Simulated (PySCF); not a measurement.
Compound: C₅H₁₀BNO₂.
Structure used (PBE0-D3(BJ)/def2-SVP), in Å, numbered top down from 1:
```
atom  x, y, z in Å
N1     2.711   -0.780    0.457
C2     1.361   -0.389    0.265
C3     0.133   -1.107    0.854
C4    -0.443    0.144    0.130
B5    -1.946    0.560   -0.003
O6    -2.832   -0.385   -0.435
O7    -2.298    1.841    0.309
C8     0.522   -0.207   -1.038
C9     0.737    0.931    0.756
H10    2.885   -1.693    0.041
H11    3.345   -0.120    0.011
H12   -0.131   -2.086    0.420
H13    0.054   -1.117    1.953
H14   -3.744   -0.091   -0.512
H15   -3.230    2.051    0.198
H16    0.807    0.627   -1.702
H17    0.284   -1.118   -1.611
H18    0.706    1.082    1.846
H19    1.044    1.851    0.231
```

All values: PBE0/pcSseg-1 and PBE0/def2-SVPD (PySCF, non-relativistic), on one gas-phase PBE0-D3(BJ)/def2-SVP geometry that isn't relaxed in the solvent. The solvent is an IEF-PCM continuum (van der Waals radii × 1.2). Specific hydrogen bonds and non-electrostatic terms are outside this model.

Gas phase at PBE0/pcSseg-1: HOMO -6.58 eV, LUMO 0.64 eV, dipole 2.78 D.

Problem. What does the continuum do to the energy, the frontier levels and the dipole at PBE0/pcSseg-1 in chloroform and water?

Solution. 
| solvent | ε | E(solvent) − E(gas) (kcal/mol) | polarisation term (kcal/mol) | distortion of the solute (kcal/mol) | HOMO (eV) | LUMO (eV) | dipole (D) |
| --- | --- | --- | --- | --- | --- | --- | --- |
| chloroform | 4.711 | -8.63 | -9.41 | 0.78 | -6.72 | 1.21 | 3.23 |
| water | 78.36 | -12.60 | -14.27 | 1.67 | -6.79 | 1.21 | 3.44 |

The first energy column is the sum of the next two and covers electrostatics alone. From chloroform to water the lowering changes by a factor 1.46, Onsager's factor (ε − 1)/(2ε + 1) by 1.38 and ε itself by 16.6.

Problem. Which radius a makes the point-dipole formula ΔE = −[(ε − 1)/(2ε + 1)]·μ²/a³ give the value in water, with the gas-phase dipole?

Solution. μ = 1.094 au and |ΔE| = 0.02007 Eh give a = 1.63 Å; the farthest nucleus lies 3.83 Å from the centroid of the nuclei, so such a sphere wouldn't even hold the nuclei. The formula assumes a rigid point dipole at the centre of a sphere.

Problem. Give the dipole vector in the frame of the coordinates (D, pointing from negative to positive charge), gas and water.

Solution. Gas (-2.28, 0.57, -1.49), solvent (-2.73, 0.68, -1.98). Its length changes by +24 % and its direction by 3°.

Problem. Which Hirshfeld charges (PBE0/pcSseg-1) respond most in chloroform (means over atoms taken as equivalent)?

Solution. 
```
   atoms                   environment  gas (e)  solvent (e)  change
 H14/H15             hydroxyl hydrogen   +0.174       +0.189  +0.015
      N1        primary amine nitrogen   -0.240       -0.252  -0.012
   O6/O7            boron-bound oxygen   -0.258       -0.268  -0.010
 H10/H11                  N–H hydrogen   +0.111       +0.118  +0.007
      C4     sp3 carbon bound to boron   -0.059       -0.062  -0.003
      B5        three-coordinate boron   +0.243       +0.240  -0.003
C3/C8/C9     four-membered-ring carbon   -0.080       -0.083  -0.003
      C2  sp3 carbon bound to nitrogen   +0.060       +0.059  -0.001
H12 (×6)            methylene hydrogen   +0.031       +0.031   0.000
```

Problem. Which Mayer bond orders change most in chloroform?

Solution. 
```tsv
bond	length (Å)	gas	solvent	change
O6–H14	0.962	0.929	0.917	-0.012
O7–H15	0.962	0.929	0.917	-0.012
N1–C2	1.419	1.065	1.071	+0.006
B5–O6	1.366	1.273	1.279	+0.006
B5–O7	1.365	1.274	1.279	+0.005
N1–H10	1.018	0.952	0.948	-0.004
N1–H11	1.018	0.951	0.947	-0.004
C2–C3	1.540	0.932	0.934	+0.002
```

Gas phase at PBE0/def2-SVPD: HOMO -6.73 eV, LUMO -0.32 eV, dipole 2.64 D.

Problem. What does the continuum do to the energy, the frontier levels and the dipole at PBE0/def2-SVPD in chloroform?

Solution. 
```json
{"solvent": "chloroform", "ε": "4.711", "E(solvent) − E(gas) (kcal/mol)": "-8.13", "polarisation term (kcal/mol)": "-9.09", "distortion of the solute (kcal/mol)": "0.96", "HOMO (eV)": "-6.83", "LUMO (eV)": "0.07", "dipole (D)": "3.20"}
```

Problem. How does the static polarisability (PBE0/def2-SVPD, frozen core, with the continuum's full static response) change?

Solution. 
```
    medium  isotropic (au)  principal values (au)  ⟨r²⟩ of the electrons (bohr²)
       gas            86.0      76.1, 81.9, 100.0                         1305.1
chloroform           105.5     96.4, 103.5, 116.6                         1303.6
```

The isotropic value in chloroform is 1.23 times the gas-phase one; no cavity-field correction is applied. ⟨r²⟩ is taken about the centre of nuclear charge.

On one thread of an Arm Neoverse N1, shared host with 64 logical CPUs at a one-minute load of 57, this took 57 s of wall time and 1.1 GiB of memory at its peak. This is the whole shielding run at PBE0/pcSseg-1 in water, SCF included.
